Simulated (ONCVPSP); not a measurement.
PBE ONCV dataset for Ag, scalar-relativistic all-electron reference.

Ag (Z = 47), optimised norm-conserving Vanderbilt (ONCV), made with ONCVPSP 4.0.1 (PBE, scalar-relativistic). Core [Kr], reference 4d10 5s0.75 5p0.25. Waves: 5s: rc 1.95 bohr, ncon 4, nbas 7, qcut 3.6 1/bohr, 3 projectors, debl 3.1 Ha; 5p: rc 4.00 bohr, ncon 4, nbas 7, qcut 2.4 1/bohr, 2 projectors, debl 1.1 Ha; 4d: rc 1.60 bohr, ncon 3, nbas 8, qcut 11.4 1/bohr, 1 projector. Local part: polynomial inside 1.40 bohr (lpopt 1, dvloc0 0 Ha). Core correction: Teter function fitted to the true core (icmod 2), fcfact 0.35.

All-electron outer shells of the reference configuration (PBE, scalar-relativistic, ld1.x):

```csv
shell,level (eV),outermost node (bohr),outermost maximum (bohr)
4s,-95.62,0.44,0.82
4p,-59.14,0.44,0.87
4d,-8.00,0.43,1.04
5s,-4.80,1.11,2.49
5p,-1.04,1.25,3.76
```

(1) Estimate the cutoffs (Ha) at which the residual kinetic energy of the hardest occupied pseudo-wave falls to 1 and 0.1 mHa per electron.

(2) What does a ghost test show?

(3) Which valence shell sets the plane-wave cutoff?

Results:

(1) 34 Ha and 41 Ha.

(2) Ghosts flagged at negative energy: s at -122.2 eV; GHOST(+) flagged for p at 40.8 eV, s at 286.9 eV. A true bound ghost makes a file unfit for plane-wave use.

(3) 4d: 34 Ha for 1 mHa per electron, against 5 Ha for 5s.

Its largest configuration-test error is -5.6 meV (4d10 5s0 5p0). 1 of 4 tests not solved or not reliable.
